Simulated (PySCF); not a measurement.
C₃H₇Si, SMILES C1CC[SiH]1 (connectivity only; charge and spin as stated), charge +1, multiplicity 1. Atoms are numbered in the order given.

```xyz
11

C     -1.3061     0.0054     0.0000
C     -0.3286    -0.0034     1.2341
Si     1.0472     0.0009     0.0000
C     -0.3286    -0.0034    -1.2341
H     -1.9454     0.9085     0.0000
H     -1.9644    -0.8840     0.0000
H     -0.3817    -0.8978     1.8959
H     -0.3806     0.8780     1.9128
H      2.5534     0.0116     0.0000
H     -0.3806     0.8780    -1.9128
H     -0.3817    -0.8978    -1.8959
```
Charge +1, spin multiplicity 1.

Geometry optimised at PBE-D3(BJ)/def2-SVP. The multiplicity is an assumed one; other spin states were not compared. The isomer is the one that the SMILES or the coordinates give; other isomers of the formula were not compared.

These are PySCF with HF/def2-TZVP values and carry that method's errors.

Problem. Estimate the frontier levels, gap, dipole moment and polarisability. (The exact figures need the calculation; the answer reports its results.)

Solution. 
```
Item                                                               Value
------------------------------------------------  ----------------------
highest occupied level                                         -17.01 eV
lowest empty level                                              -4.98 eV
orbital gap                                                     12.03 eV
dipole moment about the centre of nuclear charge                  2.40 D
mean static polarisability                          50.2 bohr³ (7.45 Å³)
polarisability, principal values                  40.0, 51.0, 59.8 bohr³
```
